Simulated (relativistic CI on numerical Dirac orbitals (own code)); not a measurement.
# Re6+: 4d photoemission

Computed with this model: Dirac-Coulomb-Breit CI, KLI orbitals optimised for each configuration, QED by a radiative potential, valence Slater integrals scaled by 0.8, multiplet model of photoemission in the sudden approximation; configurations [Xe] 4f14 5d → [Kr] 4d9 4f14 5s2 5p6 5d; 300 K; Lorentzian 3.5 eV and Gaussian 0.6 eV FWHM. Energies are those of the free ion, without screening or charge transfer. The energies are binding energies and can lie tens of eV above those of solids. S is read from ⟨S²⟩ = S(S + 1).

Computed curve for free ion, scaled to 100 at the maximum (points under 2 are left out and the grid is thinned):

(Energy (eV), Intensity): (341.6, 2.0), (342.4, 2.3), (342.8, 2.4), (343.6, 2.7), (344.4, 3.1), (344.8, 3.4), (345.6, 3.9), (346.4, 4.6), (346.8, 5.0), (347.6, 6.0), (348.4, 7.3), (348.8, 8.2), (349.6, 10.4), (350.4, 13.7), (350.8, 15.9), (351.6, 22.3), (352.4, 32.8), (352.8, 40.5), (353.6, 62.0), (354.4, 87.6), (354.8, 96.9), (355.6, 95.9), (356.4, 73.1), (356.8, 60.3), (357.6, 40.2), (358.4, 27.7), (358.8, 23.5), (359.6, 17.8), (360.4, 14.4), (360.8, 13.2), (361.6, 11.7), (362.0, 11.3), (362.8, 11.1), (363.6, 11.8), (364.0, 12.6), (364.8, 15.1), (365.6, 19.8), (366.0, 23.4), (366.8, 34.3), (367.6, 50.2), (368.0, 57.9), (368.8, 64.0), (369.6, 54.2), (370.0, 46.4), (370.8, 32.0), (371.6, 22.7), (372.0, 19.8), (372.8, 15.7), (373.6, 12.3), (374.0, 10.6), (374.8, 8.0), (375.6, 6.1), (376.0, 5.4), (376.8, 4.4), (377.6, 3.7), (378.0, 3.4), (378.8, 2.9), (379.6, 2.5), (380.0, 2.3), (380.8, 2.1)

The ground state has S = 0.50, and the centroid lies at 360.67 eV.
